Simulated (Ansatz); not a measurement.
`BO[C](=O)[GeH3]`, charge 0, multiplicity 1.

**Question.** Give a relaxed structure at PBE0-D4/def2-TZVP (Ansatz). (Best estimate.)

**Answer.** Computed: 
Z-matrix (Å, degrees):
```
Ge
C 1 1.996
H 1 1.532 2 108.1
H 1 1.533 2 108.0 3 -119.1
H 1 1.529 2 107.4 3 120.5
O 2 1.379 1 111.5 3 60.0
O 2 1.189 1 126.0 3 -117.7
B 6 1.368 2 122.5 1 149.4
H 8 1.193 6 115.6 2 173.4
H 8 1.193 6 120.2 2 -9.0
```
This is one stationary point; other conformers may exist.
